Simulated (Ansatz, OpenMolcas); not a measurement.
# C3H5Ga (SMILES C#[C][GaH][CH3]): methods side by side

The species is C3H5Ga (9 atoms), meant as a singlet with charge 0. As SMILES, `C#[C][GaH][CH3]`. The coordinates come from a PBE0-D4/def2-TZVP relaxation.

```xyz
9

C     1.4987    0.8168   -2.1387
C     0.9500    0.7452   -1.0628
Ga    0.0688    0.6112    0.6437
C    -1.0361   -0.9725    0.9664
H     1.9837    0.8831   -3.0861
H     0.2926    1.7831    1.6555
H    -0.4514   -1.8772    0.7821
H    -1.4352   -1.0063    1.9800
H    -1.8710   -0.9835    0.2600
```

Each level gives the HOMO–LUMO gap (eV). The values are calculated.

```
                                level             kind     program  value (eV)  CPU time
     PBE/6-31G* (spherical functions)              GGA      Ansatz        4.01     4.7 s
   M06-L/6-31G* (spherical functions)         meta-GGA  OpenMolcas        4.46      57 s
  r2SCAN/6-31G* (spherical functions)         meta-GGA      Ansatz        4.49     9.9 s
   BHLYP/6-31G* (spherical functions)    global hybrid      Ansatz        7.85     7.8 s
    PBE0/6-31G* (spherical functions)    global hybrid      Ansatz        6.03     6.7 s
 r2SCAN0/6-31G* (spherical functions)  hybrid meta-GGA      Ansatz        6.33      11 s
  B2PLYP/6-31G* (spherical functions)    double hybrid      Ansatz        8.05     8.5 s
PBE-QIDH/6-31G* (spherical functions)    double hybrid      Ansatz        9.48     8.6 s
```

All-electron rows without a relativistic Hamiltonian named are non-relativistic. The values span 4.01 to 9.48 eV. Orbital gaps aren't excitation energies, and those of double hybrids come from the SCF part alone; they tend to grow with the share of exact exchange. CPU times are rough (shared hosts, several kinds of processor and program).
